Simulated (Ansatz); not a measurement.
Reaction (ligand exchange at a Ge–O bond): `C[O][GeH2][Cl]` + HI → `[Cl][GeH2][I]` + CH₃OH

Gas-phase electronic energies from Ansatz, PBE0-D4/def2-TZVP geometries. CCSD(T)/CBS adds triple-zeta CCSD(T) − MP2 to the extrapolated MP2 energy (def2 sets, frozen cores). This one scheme is used for every species. Functionals use def2-TZVPP. B3LYP here is the variant with VWN-RPA as its local correlation; programs differ in this. def2 core potentials past Kr. For Ge, I outer-core shells are correlated without core-valence functions, which leaves a few kJ/mol of doubt a bond. Scalar relativity is left out up to krypton. One conformer a species, not always the lowest.

| level | ΔE (kJ/mol) | difference from CCSD(T)/CBS |
| --- | --- | --- |
| revPBE-D4 | -57.4 | -2.3 |
| B97M-V | -44.5 | 10.6 |
| B3LYP-D4 | -54.7 | 0.4 |
| BHLYP-D4 | -57.4 | -2.3 |
| r2SCAN0 | -58.7 | -3.6 |
| BHLYP | -54.1 | 1.0 |
| MP2/def2-SVP | -44.4 | 10.7 |
| HF/def2-TZVPP | -52.2 | 2.9 |
| CCSD/def2-TZVPP | -45.9 | 9.2 |
| SCS-MP2/def2-QZVPP | -52.4 | 2.7 |
| CCSD(T)/CBS | -55.1 | 0 |

Q: What do rigid-rotor, harmonic-oscillator terms from PBE0-D4/def2-TZVP frequencies (298.15 K, 1 bar) make of the CCSD(T)/CBS value? (An estimate is asked.)

A: Computed: ΔZPE = +13.2 kJ/mol, ΔH = -43.7 kJ/mol, ΔS = 5 J/(mol·K), ΔG = -45.3 kJ/mol. Modes under 50 cm⁻¹ make the entropy rough.

Largest T1 diagnostic among the species: 0.011.

Leaving LDA and LC-ωPBE aside and taking each functional with its dispersion term where it has one, the values, not all of them listed here, spread over 18.6 kJ/mol, from HSE06-D4 to B97M-V. LDA lies +6.4 kJ/mol from PBE without D4. From r2SCAN to r2SCAN0 (25 % exact exchange), in def2-TZVPP and without D4, ΔE moves by −4.0 kJ/mol. At CCSD(T), def2-SVP lies +14.2 kJ/mol from the extrapolated value and def2-TZVPP +9.7 kJ/mol.
